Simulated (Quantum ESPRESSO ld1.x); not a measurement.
Task: Coherent X-ray form factor from a spherical all-electron density. Method: scalar-relativistic Kohn-Sham, LDA (Slater exchange, Perdew-Zunger correlation), spin-unpolarised, spherical densities, point nucleus; computed with ld1.x of Quantum ESPRESSO 7.5.

sin(theta)/lambda (1/angstrom)  f0 (electrons)
0.05                                    23.964
0.1                                     23.856
0.15                                    23.678
0.2                                     23.433
0.25                                    23.122
0.3                                     22.751
0.4                                     21.844
0.5                                     20.755
0.6                                     19.533
0.8                                     16.886
1                                       14.265
1.25                                    11.412
1.5                                      9.228
2                                        6.666

The species is in the configuration that NIST lists as its ground one. Which atom or ion scatters so?

Result: The silver ion Ag23+, [Ar] 3d6. Extrapolating in s^2 from the first two rows gives f0(0) = 24.0, near the electron count 24; among species with that count, the fall with angle is slower the higher Z, and the table is that of Z = 47; from so few rows the species is fixed only to a neighbour or two.
